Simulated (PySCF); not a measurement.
C3H3F4, multiplicity 2. Atoms are numbered in the order given.

```xyz
10

F      2.1410    -0.6848    -0.8285
C      1.7619    -0.0386     0.2789
C      0.4503    -0.4288     0.8524
C     -0.7580     0.1405     0.1148
F     -0.7947    -0.2661    -1.1620
F     -1.9034    -0.2451     0.7009
F     -0.7360     1.4853     0.1120
H      2.1879     0.9645     0.3776
H      0.3443    -1.5258     0.8496
H      0.3809    -0.0801     1.8944
```
Charge 0, spin multiplicity 2.

Geometry: B3LYP-D3(BJ)/def2-SVP. The isomer is the one that the SMILES or the coordinates give; other isomers of the formula were not compared. Other conformers were not sampled.

The numbers are results of TDA-CAM-B3LYP/def2-SVPD run with PySCF, not measurements.

Vertical excitations. Isolated molecule, no solvent.

Computed UV-visible absorptions:
| state | energy (eV) | λ (nm) | f | main pairs |
|---|---|---|---|---|
| root 1 | 6.01 | 206 | 0.014 | α HOMO→LUMO 73 %, α HOMO→LUMO+1 19 % |
| root 2 | 6.35 | 195 | 0.000 | β HOMO→LUMO 93 % |
| root 3 | 6.80 | 182 | 0.003 | α HOMO→LUMO+3 30 %, α HOMO→LUMO+4 20 %, α HOMO→LUMO+1 17 %, α HOMO→LUMO 10 % |
| root 4 | 6.89 | 180 | 0.006 | α HOMO→LUMO+1 46 %, α HOMO→LUMO+3 25 %, α HOMO→LUMO+6 9 %, α HOMO→LUMO+2 7 % |
| root 5 | 7.69 | 161 | 0.004 | α HOMO→LUMO+4 63 %, α HOMO→LUMO+3 20 % |
| root 6 | 7.76 | 160 | 0.011 | α HOMO→LUMO+2 71 % |
| root 7 | 8.28 | 150 | 0.033 | β HOMO−1→LUMO 80 % |
| root 8 | 8.38 | 148 | 0.005 | β HOMO−2→LUMO 76 % |
| root 9 | 8.47 | 146 | 0.004 | α HOMO→LUMO+5 59 %, α HOMO→LUMO+3 12 %, β HOMO−2→LUMO 5 % |
| root 10 | 8.62 | 144 | 0.005 | α HOMO→LUMO+6 53 %, α HOMO→LUMO+7 14 %, α HOMO→LUMO+5 9 % |
Unrestricted roots are not spin-pure.
